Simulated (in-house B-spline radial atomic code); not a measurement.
**Binding energies in Au²⁺**

NIST's tabulated ground configuration is [Xe] 4f14 5d9; each binding energy is the energy of the ion with one electron taken from that subshell, relaxed, less that of the parent. Computed with a B-spline radial code for spherical atoms: Dirac-Hartree-Fock, average of configuration, Fermi nucleus of rms radius 5.4371 fm. Energies include first-order Breit, QED and recoil terms.

```
subshell  X-ray name  binding energy (eV)  -ε (eV)  relaxation (eV)
      1s           K              80750.4  81278.6             93.0
      2s          L1              14392.1  14503.5             56.0
   2p1/2          L2              13764.8  13880.2             60.8
   2p3/2          L3                11950  12041.4             57.1
      3s          M1               3464.5   3507.4             31.6
   3p3/2          M3               2780.5   2817.5             30.8
      4s          N1                798.8    814.9             13.5
   4p1/2          N2                679.5    695.1             13.5
   4p3/2          N3                581.9    595.3             12.2
      5s          O1                145.2    149.2              3.6
   4f5/2          N6                116.2    127.2             11.2
   4f7/2          N7                112.5    123.2             11.0
   5p1/2          O2                104.9    108.4              3.1
   5p3/2          O3                88.47    91.16             2.56
      5d        O4,5                32.09    33.50             1.42
```

Relaxation = -ε minus the binding energy without Breit, QED and recoil terms.

Emission lines follow as differences of binding energies, with λ = 12398.42 eV·Å / E:

```tsv
line	holes	energy (eV)	wavelength (Å)
K-L3	1s → 2p3/2	68800.4	0.18021
K-L2	1s → 2p1/2	66985.6	0.18509
K-M3	1s → 3p3/2	77969.9	0.15902
L1-M3	2s → 3p3/2	11611.6	1.0678
L3-M1	2p3/2 → 3s	8485.5	1.4611
```

Question: What screening constant σ does Moseley's law, E = (3/4)·13.6057 eV·(Z - σ)², need for K-L3?

Answer: σ = -3.11.

Moseley's non-relativistic formula needs a falling, then negative, screening constant for heavy elements, because relativity binds the 1s electron more strongly than the formula allows.

Question: What does it cost to remove both a 2s and a 4f7/2 electron?

Answer: 14535 eV, which is 30.84 eV more than the two single binding energies together.

Question: What does it cost to remove both a 4f7/2 and a 5d electron?

Answer: 160.55 eV, which is 15.94 eV more than the two single binding energies together.

Question: What does it cost to remove both a 3p3/2 and a 5p1/2 electron?

Answer: 2905.6 eV, which is 20.21 eV more than the two single binding energies together.
